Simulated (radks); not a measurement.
Ag4+, 43 electrons, occupied as [Ar] 3d10 4s2 4p5.5 4d7 5p0.5 (fractional occupations, a model configuration).

Method: Dirac Kohn-Sham, PBE, spin-unpolarised, spherical densities, finite nucleus; open shells are shared between the two j in proportion to 2j + 1; Fermi nuclear charge, rms radius 4.5454 fm; computed with a radial shooting solver on a logarithmic mesh with Libxc functionals.

Energy parts (eV):
| part | energy |
|---|---|
| total | -144528.084 |
| kinetic | 151257.270 |
| electron-nucleus | -347872.323 |
| Hartree | 56093.584 |
| exchange-correlation | -4006.616 |

Orbitals (lengths in bohr, moments of r in powers of bohr):
[
 {"orbital": "1s1/2", "occ.": "2", "eigenvalue (eV)": "-25378.44", "<r^4>": "4.451e-06", "<r>": "0.03111", "small-component weight": "2.96e-02"},
 {"orbital": "2s1/2", "occ.": "2", "eigenvalue (eV)": "-3790.245", "<r^4>": "0.0007900", "<r>": "0.1345", "small-component weight": "6.21e-03"},
 {"orbital": "2p1/2", "occ.": "2", "eigenvalue (eV)": "-3526.838", "<r^4>": "0.0005146", "<r>": "0.1141", "small-component weight": "6.22e-03"},
 {"orbital": "2p3/2", "occ.": "4", "eigenvalue (eV)": "-3351.503", "<r^4>": "0.0005932", "<r>": "0.1192", "small-component weight": "5.97e-03"},
 {"orbital": "3s1/2", "occ.": "2", "eigenvalue (eV)": "-746.4741", "<r^4>": "0.03694", "<r>": "0.3681", "small-component weight": "1.75e-03"},
 {"orbital": "3p1/2", "occ.": "2", "eigenvalue (eV)": "-641.6913", "<r^4>": "0.03657", "<r>": "0.3598", "small-component weight": "1.69e-03"},
 {"orbital": "3p3/2", "occ.": "4", "eigenvalue (eV)": "-610.7185", "<r^4>": "0.04096", "<r>": "0.3707", "small-component weight": "1.62e-03"},
 {"orbital": "3d3/2", "occ.": "4", "eigenvalue (eV)": "-425.2826", "<r^4>": "0.03705", "<r>": "0.3434", "small-component weight": "1.51e-03"},
 {"orbital": "3d5/2", "occ.": "6", "eigenvalue (eV)": "-419.0413", "<r^4>": "0.03841", "<r>": "0.3469", "small-component weight": "1.49e-03"},
 {"orbital": "4s1/2", "occ.": "2", "eigenvalue (eV)": "-155.4054", "<r^4>": "1.224", "<r>": "0.8970", "small-component weight": "4.57e-04"},
 {"orbital": "4p1/2", "occ.": "1.83333", "eigenvalue (eV)": "-121.7687", "<r^4>": "1.634", "<r>": "0.9521", "small-component weight": "4.05e-04"},
 {"orbital": "4p3/2", "occ.": "3.66667", "eigenvalue (eV)": "-116.3643", "<r^4>": "1.826", "<r>": "0.9792", "small-component weight": "3.87e-04"},
 {"orbital": "4d3/2", "occ.": "2.8", "eigenvalue (eV)": "-63.7937", "<r^4>": "4.375", "<r>": "1.172", "small-component weight": "2.71e-04"},
 {"orbital": "4d5/2", "occ.": "4.2", "eigenvalue (eV)": "-63.0416", "<r^4>": "4.535", "<r>": "1.183", "small-component weight": "2.66e-04"},
 {"orbital": "5p1/2", "occ.": "0.166667", "eigenvalue (eV)": "-36.0973", "<r^4>": "61.60", "<r>": "2.419", "small-component weight": "8.18e-05"},
 {"orbital": "5p3/2", "occ.": "0.333333", "eigenvalue (eV)": "-35.2426", "<r^4>": "67.10", "<r>": "2.474", "small-component weight": "7.89e-05"}
]

The highest occupied level is 5p3/2 at -35.243 eV. The density falls to 0.001 e/bohr^3 at r = 3.32 bohr. The electron density at the nucleus is 1.457e+05 e/bohr^3. Summed over all electrons, <r^2> = 25.27 bohr^2, which gives a Langevin (diamagnetic) susceptibility term of -20 x 10^-6 cm^3/mol.
